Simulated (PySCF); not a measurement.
Compound: GeCl3(NHtBu), C4H10Cl3GeN.
Z-matrix (Å and degrees, PBE0-D3(BJ)/def2-SVP geometry), rows numbered from 1:
```
Ge
Cl  1  2.1375
Cl  1  2.1373  2  108.11
Cl  1  2.1533  2  107.87  3  -114.51
N   1  1.7896  2  106.72  3   121.53
C   5  1.4695  1  126.85  2   163.34
C   6  1.5265  5  109.29  1    35.11
C   6  1.5287  5  107.11  1   153.87
C   6  1.5316  5  110.42  1   -86.02
H   5  1.0170  1  112.04  2    15.55
H   7  1.0994  6  110.04  5   177.07
H   7  1.1019  6  111.48  5   -64.26
H   7  1.0999  6  111.13  5    56.93
H   8  1.0996  6  110.38  5   -60.18
H   8  1.1004  6  110.82  5   179.20
H   8  1.1019  6  110.81  5    59.61
H   9  1.1001  6  110.58  5    60.97
H   9  1.1017  6  110.63  5   -58.73
H   9  1.1010  6  111.20  5  -178.54
```

Method: PBE0-D3(BJ)/def2-SVP geometry optimisation, gas phase (PySCF 2.14.0).

Take the most abundant isotopes and a rigid rotor. 

(1) What are A, B and C (MHz)?

(2) What kind of rotor is it?

(3) Is it planar, by Δ = Ic − Ia − Ib?

(4) Give the coordinates in the principal-axis frame, origin at the centre of mass.

(5) Where do the levels up to J = 5 lie, in K?

(6) Which types of transition are allowed, and where do some lines up to J = 2 fall?

(7) Estimate the classical rotational partition function at 25 K, 298.15 K and 500 K.

## Answers

(1) Ia = 510.52, Ib = 929.15, Ic = 942.52 u·Å²; 505379 MHz·u·Å²/I gives A = 989.9, B = 543.9, C = 536.2 MHz.

(2) A near-prolate asymmetric top: κ = (2 × 543.9 − 989.9 − 536.2)/(989.9 − 536.2) = -0.97.

(3) Not planar: Δ = Ic − Ia − Ib = -497.14 u·Å². For a rigid frame Δ = −2 Σ m c², so Σ m c² = 248.57 u·Å² lies off the ab plane: 18.34 from hydrogen and 230.23 from heavier atoms. The atom farthest from that plane is 2.18 Å away.

(4) The sense of each axis is arbitrary; atoms in the order of the calculation.
```json
{"atom": "Ge1", "mass (u)": "73.921", "a (Å)": "0.543", "b (Å)": "-0.005", "c (Å)": "-0.078"}
{"atom": "Cl2", "mass (u)": "34.969", "a (Å)": "1.986", "b (Å)": "-0.720", "c (Å)": "-1.483"}
{"atom": "Cl3", "mass (u)": "34.969", "a (Å)": "1.090", "b (Å)": "1.983", "c (Å)": "0.483"}
{"atom": "Cl4", "mass (u)": "34.969", "a (Å)": "0.707", "b (Å)": "-1.201", "c (Å)": "1.705"}
{"atom": "N5", "mass (u)": "14.003", "a (Å)": "-1.049", "b (Å)": "-0.081", "c (Å)": "-0.892"}
{"atom": "C6", "mass (u)": "12.000", "a (Å)": "-2.370", "b (Å)": "-0.025", "c (Å)": "-0.252"}
{"atom": "C7", "mass (u)": "12.000", "a (Å)": "-2.309", "b (Å)": "0.916", "c (Å)": "0.948"}
{"atom": "C8", "mass (u)": "12.000", "a (Å)": "-3.350", "b (Å)": "0.526", "c (Å)": "-1.288"}
{"atom": "C9", "mass (u)": "12.000", "a (Å)": "-2.805", "b (Å)": "-1.422", "c (Å)": "0.200"}
{"atom": "H10", "mass (u)": "1.008", "a (Å)": "-1.023", "b (Å)": "-0.662", "c (Å)": "-1.727"}
{"atom": "H11", "mass (u)": "1.008", "a (Å)": "-3.304", "b (Å)": "1.008", "c (Å)": "1.406"}
{"atom": "H12", "mass (u)": "1.008", "a (Å)": "-1.629", "b (Å)": "0.534", "c (Å)": "1.727"}
{"atom": "H13", "mass (u)": "1.008", "a (Å)": "-1.969", "b (Å)": "1.919", "c (Å)": "0.649"}
{"atom": "H14", "mass (u)": "1.008", "a (Å)": "-3.043", "b (Å)": "1.532", "c (Å)": "-1.609"}
{"atom": "H15", "mass (u)": "1.008", "a (Å)": "-4.368", "b (Å)": "0.580", "c (Å)": "-0.874"}
{"atom": "H16", "mass (u)": "1.008", "a (Å)": "-3.383", "b (Å)": "-0.123", "c (Å)": "-2.178"}
{"atom": "H17", "mass (u)": "1.008", "a (Å)": "-2.096", "b (Å)": "-1.829", "c (Å)": "0.935"}
{"atom": "H18", "mass (u)": "1.008", "a (Å)": "-2.844", "b (Å)": "-2.113", "c (Å)": "-0.657"}
{"atom": "H19", "mass (u)": "1.008", "a (Å)": "-3.806", "b (Å)": "-1.399", "c (Å)": "0.659"}
```

(5) Above 0(0,0), as E/k:
J = 1: 1(0,1) 0.052, 1(1,1) 0.073, 1(1,0) 0.074
J = 2: 2(0,2) 0.156, 2(1,2) 0.177, 2(1,1) 0.178, 2(2,1) 0.242, 2(2,0) 0.242
J = 3: 3(0,3) 0.311, 3(1,3) 0.332, 3(1,2) 0.334, 3(2,2) 0.397, 3(2,1) 0.397, 3(3,1) 0.505, 3(3,0) 0.505
J = 4: 4(0,4) 0.518, 4(1,4) 0.538, 4(1,3) 0.542, 4(2,3) 0.605, 4(2,2) 0.605, 4(3,2) 0.713, 4(3,1) 0.713, 4(4,1) 0.864, 4(4,0) 0.864
J = 5: 5(0,5) 0.777, 5(1,5) 0.796, 5(1,4) 0.802, 5(2,4) 0.864, 5(2,3) 0.864, 5(3,3) 0.972, 5(3,2) 0.972, 5(4,2) 1.123, 5(4,1) 1.123, 5(5,1) 1.317, 5(5,0) 1.317
The levels of one J sum to (2J + 1)J(J + 1)(A + B + C)/3.

(6) The dipole components are |μa| = 2.84 D, |μb| = 0.46 D, |μc| = 0.81 D. Intensities carry the squares of the components, which stand as 1.00 : 0.03 : 0.08 (a : b : c). Some of the stronger lines:

| type | branch | J(Ka,Kc) | MHz | lower level (cm⁻¹) |
| --- | --- | --- | --- | --- |
| c | Q | 2(1,2) ← 2(0,2) | 438 | 0.108 |
| a | R | 1(0,1) ← 0(0,0) | 1080 | 0.000 |
| b | Q | 2(2,0) ← 2(1,1) | 1338 | 0.123 |
| b | Q | 2(2,1) ← 2(1,2) | 1361 | 0.123 |
| a | R | 2(1,2) ← 1(1,1) | 2153 | 0.051 |
| a | R | 2(0,2) ← 1(0,1) | 2160 | 0.036 |
| a | R | 2(1,1) ← 1(1,0) | 2168 | 0.051 |
| b | R | 2(1,2) ← 1(0,1) | 2599 | 0.036 |
| b | R | 2(2,1) ← 1(1,0) | 3506 | 0.051 |
| c | R | 2(2,1) ← 1(1,1) | 3514 | 0.051 |
| b | R | 2(2,0) ← 1(1,1) | 3514 | 0.051 |

(7) Point group C1, symmetry number σ = 1; q = (√π/σ)·√((kT/h)³/(ABC)), k/h = 20836.6 MHz/K: 39200 at 25 K, 1620000 at 298.15 K, 3510000 at 500 K.

Stationary, but not proved a minimum. Constants of a rigid frame at the computed geometry: no zero-point averaging, no centrifugal distortion. A rigid rotor knows nothing of inversion at nitrogen or internal rotation, which can split or shift real lines. Quadrupole hyperfine structure (14N, 35Cl) is left out.
